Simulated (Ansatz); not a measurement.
Zn7H20Se7. Total charge 0; singlet. Geometry PBE-D4/def2-SVP, basis def2-TZVP, Ansatz.

```tsv
atom	x (Å)	y (Å)	z (Å)
Se1	1.432	1.930	-3.115
Se2	2.589	0.641	0.117
Se3	-0.968	1.915	-0.175
Se4	0.680	0.554	3.464
Se5	-0.109	-1.261	-1.739
Se6	1.531	-2.602	1.917
Se7	-2.301	-1.204	1.184
Zn8	4.194	2.017	-1.819
Zn9	1.151	2.125	1.604
Zn10	-1.016	0.972	-2.533
Zn11	-3.150	1.080	0.666
Zn12	2.219	-1.836	-0.339
Zn13	-0.407	-1.675	3.187
Zn14	-2.225	-2.350	-1.028
H15	3.989	3.468	-1.274
H16	4.667	0.764	-2.628
H17	0.978	3.256	-3.614
H18	1.503	1.402	-4.504
H19	3.708	0.474	1.077
H20	1.257	3.683	1.700
H21	-2.094	1.223	-3.630
H22	-1.376	3.316	-0.439
H23	-0.351	1.312	4.217
H24	-2.254	1.641	2.917
H25	-2.977	1.917	2.893
H26	-4.578	1.689	0.666
H27	2.971	-2.678	-1.422
H28	0.054	-1.958	-3.038
H29	1.074	-3.982	1.615
H30	-0.739	-3.967	0.164
H31	-1.394	-2.413	4.152
H32	-3.242	-3.256	-1.770
H33	-1.273	-4.391	-0.204
H34	-3.544	-1.803	1.727
```

| run | HOMO (eV) | LUMO (eV) |
| --- | --- | --- |
| A | -5.92 | -2.45 |
| B | -7.96 | -0.87 |
| C | -6.17 | -2.30 |
| D | -6.99 | -1.70 |

Single mean-field runs in def2-TZVP are fitted with def2-universal-jkfit. In the singlet geometry the species has come apart into loosely held pieces. In the singlet, H24 and H25 lie 0.77 Å apart, H30 and H33 lie 0.77 Å apart (atoms count from 1), so H2 has formed as a molecule.

Q: The runs used BHLYP, PBE, PBE0, r2SCAN. Estimate which is which.

A: A PBE (0 % exact exchange); B BHLYP (50 % exact exchange); C r2SCAN (0 % exact exchange); D PBE0 (25 % exact exchange). Exact exchange lowers occupied and raises empty levels; among semilocal functionals meta-GGAs tend to open the gap a little, and such runs are hard to tell apart. The gap grows from 3.47 eV (PBE) to 7.08 eV (BHLYP).
